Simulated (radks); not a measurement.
Exchange energies: the exact (Fock) value of the Kohn-Sham orbitals and density-functional approximations, in hartree. Species: Cu [Ar] 3d10 4s1; Ga2+ [Ar] 3d10 4s1; Pd10+ [Kr]. Method: non-relativistic Kohn-Sham, LDA (Slater exchange, Perdew-Wang correlation), spin-polarised, spherical densities, point nucleus; computed with a radial shooting solver on a logarithmic mesh with Libxc functionals. Every spin shell is full or empty, so the densities are truly spherical. Functionals are evaluated on that one density, not self-consistently.

exact: Cu -65.4876; Ga2+ -72.9235; Pd10+ -132.504
LDA: Cu -61.822; Ga2+ -68.778; Pd10+ -125.60
B88: Cu -65.860; Ga2+ -73.143; Pd10+ -132.52
PBE: Cu -65.539; Ga2+ -72.783; Pd10+ -131.88
RPBE: Cu -65.741; Ga2+ -73.002; Pd10+ -132.19
PW91: Cu -65.827; Ga2+ -73.102; Pd10+ -132.45
PW86: Cu -65.939; Ga2+ -73.183; Pd10+ -132.30
WC: Cu -65.107; Ga2+ -72.327; Pd10+ -131.24
SOGGA: Cu -64.002; Ga2+ -71.129; Pd10+ -129.27
B86b: Cu -65.877; Ga2+ -73.150; Pd10+ -132.48
G96: Cu -66.001; Ga2+ -73.317; Pd10+ -132.94
APBE: Cu -66.141; Ga2+ -73.432; Pd10+ -132.92
SCAN: Cu -65.880; Ga2+ -73.209; Pd10+ -132.76
MS2: Cu -65.547; Ga2+ -72.784; Pd10+ -131.78
Tao-Mo: Cu -65.420; Ga2+ -72.631; Pd10+ -131.46
TASK: Cu -63.924; Ga2+ -71.154; Pd10+ -129.47
